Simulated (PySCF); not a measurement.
C3H7NOSi.
Bonds: O1–C2 (double), C2–N3, N3–Si4, Si4–C5, C5–C6, Si4–C6. Hydrogens: H7 on C2; H8 on N3; H9 on Si4; H10, H11 on C5; H12, H13 on C6.

Probes without a nucleus sit at each ring's centroid and 1 Å off its mean plane on both sides; NICS is minus the shielding there, NICSzz its component along the normal. Level: GIAO PBE/pcSseg-2 (PySCF, non-relativistic, gas phase) on the PBE0-D3(BJ)/def2-SVP geometry, one conformer.

Ring bond lengths (Å): Si4–C5 1.849, C5–C6 1.553, C6–Si4 1.843.

Task: Give the NICS values of each ring in ppm.

Result: 
```
     ring                                              type  NICS(0)  NICS(1), two faces  NICS(1)zz, two faces  rms pucker (Å)  centre to ring atoms, mean (Å)
Si4–C5–C6  3-membered ring with Si; formal bonds all single    -24.1         -7.5 / -6.7         -15.9 / -12.9            0.00                            1.01
```

Task: What do they say, and how far can they be read as aromaticity?

Result: 
- Si4–C5–C6: mean NICS(1)zz -14.4 ppm, shielded. Si4, C5, C6 have four or more neighbours, and the NICS criterion for π rings isn't applied. The two faces differ by 3.0 ppm, so no symmetry operation interchanges them. NICS(0) lies 17 ppm below the mean NICS(1).

Task: At the first NICS(1) probe listed for ring Si4–C5–C6, 1 Å off the ring, how large is the induced field along the normal in 7.05 T applied along it?

Result: NICSzz × B0 = -15.9 ppm × 7.05 T = -112 μT, against the applied field.

Task: How shielded are the nuclei of the rings and their hydrogens (means over atoms taken as equivalent)?

Result: 
| atoms | environment | σ isotropic (ppm) | principal values of the symmetric part, first atom (ppm) |
| --- | --- | --- | --- |
| Si4 | SiH silicon | 425.6 | 307.3, 340.5, 628.9 |
| C5 (×2) | sp3 carbon bound to silicon | 183.5 | 163.1, 184.7, 210.0 |
| H9 | Si–H hydrogen | 26.75 | 21.7, 25.0, 33.5 |
| H10 (×2) | methylene hydrogen | 30.52 | 25.4, 26.9, 39.4 |
| H11 (×2) | methylene hydrogen | 30.55 | 26.0, 27.3, 38.3 |

Task: How do the values depend on the level or the medium?

Result: 
```
                          level  NICS(0), Si4–C5–C6  mean NICS(1)zz, Si4–C5–C6
              PBE/pcSseg-2, gas               -24.1                      -14.4
             PBE0/pcSseg-1, gas               -24.1                      -14.2
 PBE0/pcSseg-1, IEF-PCM benzene               -24.3                      -14.3
PBE0/pcSseg-1, IEF-PCM methanol               -24.6                      -14.4
```

The geometry is the same throughout; the continuum's cavity takes Bondi-type radii × 1.2.

Conformer computed: `[O:1]=[CH:2][NH:3][SiH:4]1[CH2:5][CH2:6]1`: O1–C2–N3–Si4 1°, C2–N3–Si4–C5 -151°.
